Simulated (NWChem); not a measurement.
**Correlation energy of arsine (H3As)**

SMILES: [AsH3]
```xyz
4

As     0.0010     0.0726     0.0000
H     -0.6465    -0.7900     1.1000
H     -0.6465    -0.7900    -1.1000
H      1.2585    -0.8174     0.0000
```
Charge 0, spin multiplicity 1.

All runs are NWChem calculations. Structure: optimised with PBE/def2-SVP, a minimum by its harmonic frequencies.

Basis set: def2-SVP. Each correlation energy counts from its own Hartree-Fock reference.

The Hamiltonian is non-relativistic. The correlated methods keep 9 core orbitals frozen. Coupled-cluster values serve here as a point of comparison, not as the truth.

| method | correlation energy (mHa) |
|---|---|
| CCSD | -268.1 |
| SCS-MP2 | (withheld) |
| CR-CCSD[T] | (withheld) |
| MP2 | -250.5 |
| CCSD(T) | -274.6 |
| CCSD+T(CCSD) | -275.1 |
| CR-CCSD(T) | -273.6 |

**Question.** What belongs in the gaps?

**Answer.** 
- SCS-MP2, correlation energy (mHa): -242.8
- CR-CCSD[T], correlation energy (mHa): -274.0
